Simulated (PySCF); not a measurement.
**How methods differ on the excitation energy of Sn²⁺**

Sn²⁺ [Kr] 4d10 5s2 (1S) → Sn²⁺ [Kr] 4d9 5s2 5p1 (high-spin determinant), as a difference of total energies. All numbers are calculated (PySCF 2.14, the spin-free X2C one-electron Hamiltonian (Gaussian nucleus), in x2c-TZVPPall). Correlated levels: valence and next inner shell: [Ar] 3d10 frozen. The calculations carry no spin-orbit coupling.

```json
{"method": "UHF", "excitation energy (eV)": "26.138"}
{"method": "LDA", "excitation energy (eV)": "27.020"}
{"method": "PBE", "excitation energy (eV)": "26.843"}
{"method": "PBE0", "excitation energy (eV)": "26.853"}
{"method": "r2SCAN", "excitation energy (eV)": "26.974"}
{"method": "wB97X-V", "excitation energy (eV)": "26.856"}
{"method": "M06", "excitation energy (eV)": "27.205"}
{"method": "MN15", "excitation energy (eV)": "26.676"}
{"method": "MP2 (valence and next inner shell)", "excitation energy (eV)": "26.928"}
```

Problem. Estimate what PBEsol gives.

Solution. 26.880 eV, closest to wB97X-V among the rows shown.

Problem. Estimate what SCS-MP2 (valence and next inner shell) gives.

Solution. 26.835 eV, closest to PBE among the rows shown.

A first-order spin-orbit estimate (lowest level to lowest level, LS coupling) adds -0.162 eV.

The basis was made for the ground configuration and has no added diffuse functions, so the excitation energy can come out too high.

The determinant of the upper state mixes LS terms, which raises its energy above the lowest term, most at the Hartree-Fock and MP2 levels.
